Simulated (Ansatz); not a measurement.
Cost and result for the atomization energy of C₅H₈BFO₃ (`CC1=CC(C)=[O+][B-](O)(F)O1`) (18 atoms, 18 bonds).

```xyz
18

C     0.358    0.165    2.654
C     0.078   -0.086    1.216
C     0.053    0.934    0.273
C    -0.028    0.589   -1.070
C     0.134    1.588   -2.159
O    -0.212   -0.617   -1.450
B    -0.682   -1.704   -0.472
O    -0.244   -2.964   -0.865
F    -2.041   -1.600   -0.378
O    -0.104   -1.310    0.895
H     1.192   -0.463    2.976
H    -0.514   -0.135    3.240
H     0.586    1.211    2.850
H     0.216    1.958    0.569
H     0.375    2.577   -1.775
H     0.918    1.254   -2.842
H    -0.794    1.635   -2.735
H     0.708   -3.033   -0.927
```

Charge 0, multiplicity 1. The structure was optimised at the PBE0-D4/def2-TZVP level. It is one conformer, not always the lowest. Program: Ansatz. All runs use 4 threads of an AMD EPYC 7R13 on a shared host and a share of an NVIDIA H100 80 GB. Times are those of one run each, without the atoms' runs, and a repeat can differ threefold. Electronic energies, without spin–orbit coupling; frozen cores. CCSD(T)/CBS adds CCSD(T) − MP2 in def2-TZVPP to the MP2 limit, and its time is that of the two runs behind it. T1 = 0.016.

CCSD(T)/CBS is a level of theory with its own doubt, some kJ/mol a heavy atom from the limit and from the frozen cores, so smaller differences don't rank the functionals.

```json
{"level": "BHLYP-D4/def2-TZVPP", "functions": "422", "wall time": "1.9 s", "atomization (kJ/mol)": "7891.2", "difference from CCSD(T)/CBS": "-280.3", "per bond": "-15.6"}
{"level": "PBE0-D4/def2-TZVPP", "functions": "422", "wall time": "2.1 s", "atomization (kJ/mol)": "8259.3", "difference from CCSD(T)/CBS": "87.8", "per bond": "4.9"}
{"level": "CAM-B3LYP-D4/def2-TZVPP", "functions": "422", "wall time": "2.6 s", "atomization (kJ/mol)": "8241.6", "difference from CCSD(T)/CBS": "70.1", "per bond": "3.9"}
{"level": "CCSD(T)/def2-SVP", "functions": "180", "wall time": "2.7 s", "atomization (kJ/mol)": "7847.5", "difference from CCSD(T)/CBS": "-324.0", "per bond": "-18.0"}
{"level": "BLYP-D4/def2-TZVPP", "functions": "422", "wall time": "2.8 s", "atomization (kJ/mol)": "8213.2", "difference from CCSD(T)/CBS": "41.7", "per bond": "2.3"}
{"level": "PBE-QIDH/def2-TZVPP", "functions": "422", "wall time": "2.9 s", "atomization (kJ/mol)": "8178.1", "difference from CCSD(T)/CBS": "6.6", "per bond": "0.4"}
{"level": "LDA (SPW92)/def2-TZVPP", "functions": "422", "wall time": "3.1 s", "atomization (kJ/mol)": "9555.4", "difference from CCSD(T)/CBS": "1383.9", "per bond": "76.9"}
{"level": "PBE-D4/def2-TZVPP (with forces)", "functions": "422", "wall time": "3.2 s", "atomization (kJ/mol)": "8461.8", "difference from CCSD(T)/CBS": "290.3", "per bond": "16.1"}
{"level": "revPBE-D4/def2-TZVPP", "functions": "422", "wall time": "3.3 s", "atomization (kJ/mol)": "8217.8", "difference from CCSD(T)/CBS": "46.3", "per bond": "2.6"}
{"level": "ωB97M-V/def2-TZVPP (with forces)", "functions": "422", "wall time": "3.4 s", "atomization (kJ/mol)": "8222.4", "difference from CCSD(T)/CBS": "50.9", "per bond": "2.8"}
{"level": "MP2/def2-QZVPP", "functions": "810", "wall time": "6 s", "atomization (kJ/mol)": "8331.7", "difference from CCSD(T)/CBS": "160.2", "per bond": "8.9"}
{"level": "CCSD(T)/def2-TZVPP", "functions": "422", "wall time": "24 s", "atomization (kJ/mol)": "7974.3", "difference from CCSD(T)/CBS": "-197.2", "per bond": "-11.0"}
{"level": "CCSD(T)/CBS(def2)", "functions": "–", "wall time": "30 s", "atomization (kJ/mol)": "8171.5", "difference from CCSD(T)/CBS": "0.0", "per bond": "0.0"}
```

From PBE to PBE0 (25 % exact exchange), in def2-TZVPP and without D4, the atomization energy moves by −195.8 kJ/mol: exact exchange takes away binding that semilocal exchange gives to molecules. The D4 term adds +69.7 kJ/mol with B3LYP and +37.4 kJ/mol with PBE0; it sums over pairs of atoms, weighted by their polarisabilities, and B3LYP, whose exchange is more repulsive, gets the larger term. At CCSD(T), def2-SVP lies −324.0 kJ/mol from the extrapolated value and def2-TZVPP −197.2 kJ/mol: correlation converges slowly with the basis, and small sets miss more of it in the bonded molecule than in its fragments.

B3LYP here is the variant with VWN-RPA as its local correlation; programs differ in this.
